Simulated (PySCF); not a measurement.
Computed Raman spectrum (relative Raman activity) of a molecule C₄H₂BrF. The structure is a stationary point at PBE0-D3(BJ)/def2-SVP. One conformer was computed; it need not be the lowest. These are PySCF with PBE0-D3(BJ)/def2-SVP values and carry that method's errors. Frequencies are harmonic and unscaled.

Lines under 2 % of the strongest are left out, and lines within 2 cm⁻¹ are merged.

ν (cm⁻¹): 129 (vw), 593 (vw), 779 (vw), 1047 (vw), 1237 (vw), 1355 (w), 1729 (m), 2236 (vs), 3247 (m), 3488 (w) (against the strongest line: vs over 80 %, s over 45 %, m over 15 %, w over 4 %, vw less)

Question: Which structure fits?
A. C#C/C(Br)=C\F
B. C#C/C=C(\F)Br
C. C#C/C(F)=C\Br

Answer: A, C#C/C(Br)=C\F
